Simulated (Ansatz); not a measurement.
Program: Ansatz. Geometries: PBE0-D4/def2-TZVP. ΔE: electronic, gas phase. CCSD(T)/CBS adds triple-zeta CCSD(T) − MP2 to the extrapolated MP2 energy (def2 sets, frozen cores). Functionals use def2-TZVPP. B3LYP here is the variant with VWN-RPA as its local correlation; programs differ in this. For Ga outer-core shells are correlated without core-valence functions, which leaves a few kJ/mol of doubt a bond. Scalar relativity is left out up to krypton. Each species was taken in one conformer, which may not be the lowest.

Consider the substitution at a C–C bond: `CC(O)CCO` + `[NH2][Ga]([SH])[Cl]` → `C[NH][Ga]([SH])[Cl]` + `OCCCO`.

```json
{"level": "PBE-D4", "ΔE (kJ/mol)": "65.9", "difference from CCSD(T)/CBS": "-4.4"}
{"level": "r2SCAN-D4", "ΔE (kJ/mol)": "71.6", "difference from CCSD(T)/CBS": "1.3"}
{"level": "PBE0-D4", "ΔE (kJ/mol)": "67.6", "difference from CCSD(T)/CBS": "-2.7"}
{"level": "ωB97M-V", "ΔE (kJ/mol)": "71.3", "difference from CCSD(T)/CBS": "1.0"}
{"level": "B2PLYP", "ΔE (kJ/mol)": "65.8", "difference from CCSD(T)/CBS": "-4.5"}
{"level": "PBE", "ΔE (kJ/mol)": "64.3", "difference from CCSD(T)/CBS": "-6.0"}
{"level": "PBE0", "ΔE (kJ/mol)": "66.5", "difference from CCSD(T)/CBS": "-3.8"}
{"level": "B3LYP", "ΔE (kJ/mol)": "61.5", "difference from CCSD(T)/CBS": "-8.8"}
{"level": "MP2/def2-TZVPP", "ΔE (kJ/mol)": "72.5", "difference from CCSD(T)/CBS": "2.2"}
{"level": "SCS-MP2/def2-TZVPP", "ΔE (kJ/mol)": "67.0", "difference from CCSD(T)/CBS": "-3.3"}
{"level": "CCSD/def2-TZVPP", "ΔE (kJ/mol)": "67.6", "difference from CCSD(T)/CBS": "-2.7"}
{"level": "CCSD(T)/def2-TZVPP", "ΔE (kJ/mol)": "69.1", "difference from CCSD(T)/CBS": "-1.2"}
{"level": "HF/def2-QZVPP", "ΔE (kJ/mol)": "58.4", "difference from CCSD(T)/CBS": "-11.9"}
{"level": "SCS-MP2/def2-QZVPP", "ΔE (kJ/mol)": "67.7", "difference from CCSD(T)/CBS": "-2.6"}
{"level": "HF/CBS(def2)", "ΔE (kJ/mol)": "58.3", "difference from CCSD(T)/CBS": "-12.0"}
{"level": "MP2/CBS(def2)", "ΔE (kJ/mol)": "73.7", "difference from CCSD(T)/CBS": "3.4"}
{"level": "CCSD(T)/CBS", "ΔE (kJ/mol)": "70.3", "difference from CCSD(T)/CBS": "0"}
```

Largest T1 diagnostic among the species: 0.012.

In def2-TZVPP, CCSD(T) changes the Hartree–Fock value by +10.0 kJ/mol (the triples alone add +1.5 kJ/mol) and MP2 by +13.4 kJ/mol.
